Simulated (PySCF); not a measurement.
Calculation: B3LYP-D3(BJ)/def2-TZVP // PBE-D3(BJ)/def2-SVP (PySCF). All species are isolated molecules in the gas phase. One relaxed conformer stands for a flexible species; it need not be the lowest. B3LYP has the VWN-RPA correlation part, as in Gaussian. 

Reference species: [Cd(NH2)(Br)] (neutral, multiplicity 1).

- HOMO–LUMO gap: 5.34 eV
- coordination number: 2
- mean distance from the central atom to its bonded neighbours: 2.231 Å
- HOMO: -7.22 eV

Changed species: [Cd(NH2)2] (0 of 2 NH2 replaced by Br; the reference has 1 of 2 NH2 replaced by Br).

Task: Predict the effect on the HOMO–LUMO gap, coordination number, mean distance from the central atom to its bonded neighbours and HOMO.

Result: the HOMO–LUMO gap increases by 0.11 eV, to 5.45 eV; the coordination number is nearly the same; the mean distance from the central atom to its bonded neighbours falls by 0.210 Å, to 2.021 Å; the HOMO rises by 0.74 eV, to -6.48 eV.
